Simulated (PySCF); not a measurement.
Lowest empty level (eV) of eight silicon and germanium compounds: PBE beside CAM-B3LYP, computed with PySCF for isolated molecules in the bases named; differences from unrounded values. The eight are the first of their class met in an unordered collection, after screening for sound electronic states; none was chosen by its value. Each molecule has one DFT geometry for both levels.

| molecule | basis | CAM-B3LYP | PBE | difference |
|---|---|---|---|---|
| CH₁₀OSi₄, SMILES [SiH3][Si@@H]1[SiH2]CO[SiH2]1 | def2-TZVP | 0.35 | -1.47 | -1.82 |
| Si(OH)3(NH2) (H5NO3Si), SMILES O[Si](O)(O)N | def2-TZVP | 1.14 | -0.47 | -1.61 |
| CH₆ClFSi₂, SMILES C[Si@@](F)([SiH3])Cl | def2-TZVP | 0.85 | [?] | [?] |
| C₂H₇ClSi, SMILES CC[SiH2]Cl | def2-TZVP | 1.34 | [?] | [?] |
| Si(Br)(OH)(NH2)2 (BrH5N2OSi), SMILES N[Si](N)(O)Br | def2-TZVP | 1.37 | -0.28 | -1.65 |
| C2H7NOSi2, SMILES [SiH3]C1=NC[SiH2]O1 | def2-TZVP | 0.79 | -1.40 | -2.19 |
| C₄H₇FSi, SMILES C[SiH2]C(F)=C=C | def2-TZVP | 0.38 | -1.75 | -2.14 |
| C4H5ClSi, SMILES C([Si@H](Cl)C=C)#C | def2-TZVP | 0.04 | [?] | [?] |

Question: Complete the blanks. (The exact figures need the calculation; the answer reports its results.)

Answer: 
- CH₆ClFSi₂, SMILES C[Si@@](F)([SiH3])Cl, PBE: -1.11
- CH₆ClFSi₂, SMILES C[Si@@](F)([SiH3])Cl, difference: -1.97
- C₂H₇ClSi, SMILES CC[SiH2]Cl, PBE: -0.58
- C₂H₇ClSi, SMILES CC[SiH2]Cl, difference: -1.92
- C4H5ClSi, SMILES C([Si@H](Cl)C=C)#C, PBE: -2.07
- C4H5ClSi, SMILES C([Si@H](Cl)C=C)#C, difference: -2.10

PBE lies below CAM-B3LYP in 8 and above it in 0 of the eight; the mean signed difference is -1.93 and the largest -2.19 eV.
